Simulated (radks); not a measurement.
Values are calculated unless marked as measured or tabulated.
Coherent X-ray form factor from a spherical all-electron density. Level of theory: scalar-relativistic Kohn-Sham, RPBE, spin-polarised, spherical densities, point nucleus (a radial shooting solver on a logarithmic mesh with Libxc functionals).

sin(theta)/lambda (1/angstrom)  f0 (electrons)
0.05                                    16.773
0.1                                     16.127
0.15                                    15.161
0.2                                     14.003
0.25                                    12.785
0.3                                     11.615
0.4                                      9.661
0.5                                      8.307
0.6                                      7.409
0.8                                      6.215
1                                        5.189
1.25                                     3.991
1.5                                      3.029
2                                        1.908

The species is in the configuration that NIST lists as its ground one. Which atom or ion scatters so?

Answer. The calcium ion Ca3+, [Ne] 3s2 3p5. Extrapolating in s^2 from the first two rows gives f0(0) = 17.0, near the electron count 17; among species with that count, the fall with angle is slower the higher Z, and the table is that of Z = 20; from so few rows the species is fixed only to a neighbour or two.
